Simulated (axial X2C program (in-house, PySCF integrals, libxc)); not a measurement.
## Low determinants of SrGe at the PBE0 level, with spin–orbit coupling

Computed with an in-house all-electron X2C program for linear molecules (integrals from PySCF). Two-component (2c) means X2C with spin–orbit coupling and atomic mean-field two-electron Coulomb and Gaunt terms. Basis: Sr dyall-cv3z [13s12p8d5f1g], Ge dyall-cv3z [9s9p7d4f1g] (cores contracted in-house); Gaussian nuclei, density fitting, unrestricted open shells. Masses: Sr 87.906 u, Ge 73.921 u.

Search at 2.967 Å (vertical energies from the lowest determinant):

| ΔE (eV) | state | electrons beyond evenly filled partner blocks | electrons in ±ω = 1/2, 3/2, 5/2, 7/2 |
| --- | --- | --- | --- |
| 0.00 | Ω = 1 | ω = -1/2, ω = 3/2 | 47 19 4 0 |
| 0.37 | Ω = 2 | ω = 1/2, ω = 3/2 | 47 19 4 0 |
| 0.78 | Ω = 0 | none | 48 18 4 0 |
| 0.96 | Ω = 0 | none | 46 20 4 0 |
| 0.98 | Ω = 0 | 3 × ω = 1/2, ω = -3/2 | 47 19 4 0 |
| 1.09 | Ω = 1 | 2 × ω = 1/2 | 48 18 4 0 |
| 1.92 | Ω = 3 | 2 × ω = 3/2 | 46 20 4 0 |

Lowest determinant, Ω = 1 (⟨Sz⟩ = 1.00, ⟨Lz⟩ = 0.00 at PBE0): Re = 2.963 Å, ωe = 163.7 cm⁻¹.

The determinant in row 2 of the search, Ω = 2 (⟨Sz⟩ = 2.00, ⟨Lz⟩ = 0.00 at PBE0), was followed along the bond at PBE0; measured from the minimum of the lowest determinant it gives:

Te = 0.373 eV (3005 cm⁻¹), Re = 2.948 Å, ωe = 164.1 cm⁻¹.

Q: Compare the bond of the determinant in row 2 with that of the lowest one.

A: At PBE0 its Re is 0.015 Å shorter and its force constant, which goes as ωe², is 1.00 times that of the lowest determinant. T0 ≈ Te + Δωe/2 = 3005 + (0) = 3005 cm⁻¹.

The search compares states at one distance, so a state with another bond length can lie lower; it is not exhaustive and yields mostly the lowest determinant of each block pattern, so other components and higher states of one pattern are missing. These are energies of single determinants, not of spin-adapted states; PBE0 term energies can be off by some tenths of an eV, and the functional has no current term. Open-shell Ω = 0 determinants with evenly filled partner blocks cannot be reached by this program, so the Ω shown need not be the lowest component. The lowest determinant need not be the ground state where others lie within half an eV.
